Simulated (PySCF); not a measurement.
C2H6BrNZn. Atoms are numbered in the order given.

```xyz
11

Zn     0.1989    -0.0004     0.0000
Br    -2.0492     0.0037     0.0000
N      2.0155    -0.1169     0.0000
C      2.7937     0.0278     1.2077
C      2.7937     0.0278    -1.2077
H      3.6114    -0.7228     1.2538
H      3.2774     1.0258     1.3019
H      2.1734    -0.1196     2.1072
H      3.2774     1.0258    -1.3019
H      3.6114    -0.7228    -1.2538
H      2.1734    -0.1196    -2.1072
```

Geometry optimised at B3LYP-D3(BJ)/def2-SVP. The structure was generated by enumeration; whether it is a known compound was not checked. One conformer was computed; it need not be the lowest.

The numbers are results of PySCF with B3LYP/pcSseg-1, not measurements.

GIAO shieldings, no solvent; atoms alike by connectivity are averaged. δ = σ(ref) − σ: ¹⁵N against NH3 (σ = 265.5 ppm); ¹³C against TMS (σ = 181.3 ppm); ¹H against TMS (σ = 31.68 ppm), references at their B3LYP-D3(BJ)/def2-TZVP geometries, non-relativistic (without spin–orbit terms, shifts of atoms bonded to Cl or Br come out too high).

Computed chemical shifts:
```
nucleus                     atoms  count  δ (ppm)
-------  ------------------------  -----  -------
¹⁵N                            N3      1     45.3
¹³C                        C4, C5      2     49.5
¹H       H6, H7, H8, H9, H10, H11      6     3.19
```
